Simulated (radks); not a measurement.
O, 8 electrons, occupied as 1s1 2s2 2p4 3p1 (not the ground configuration).

All-electron calculation, scalar-relativistic Kohn-Sham, r2SCAN, spin-unpolarised, spherical densities, finite nucleus; meta-GGA in the generalised Kohn-Sham scheme; Fermi nuclear charge, rms radius 2.6991 fm. Program: a radial shooting solver on a logarithmic mesh with Libxc functionals.

Energy parts (eV):
part                     energy
total                 -1484.645
kinetic                1480.810
electron-nucleus      -3569.720
Hartree                 771.142
exchange-correlation   -166.877

Orbitals (lengths in bohr, moments of r in powers of bohr; r(max) is where P^2 peaks):
| orbital | occ. | eigenvalue (eV) | <1/r> | <r> | r(max) |
|---|---|---|---|---|---|
| 1s | 1 | -593.6299 | 7.872 | 0.1922 | 0.1261 |
| 2s | 2 | -40.5895 | 1.449 | 1.010 | 0.7951 |
| 2p | 4 | -24.4331 | 1.359 | 0.9856 | 0.6917 |
| 3s | 0 | -2.7842 | 0.2580 | 5.024 | 3.974 |
| 3p | 1 | -1.3345 | 0.1917 | 6.526 | 5.497 |

The highest occupied level is 3p at -1.334 eV. The configuration is held as typed, so some empty levels lie below it. The electron density at the nucleus is 183.6 e/bohr^3 (large components only). Summed over all electrons, <r^2> = 56.85 bohr^2, which gives a Langevin (diamagnetic) susceptibility term of -45 x 10^-6 cm^3/mol.
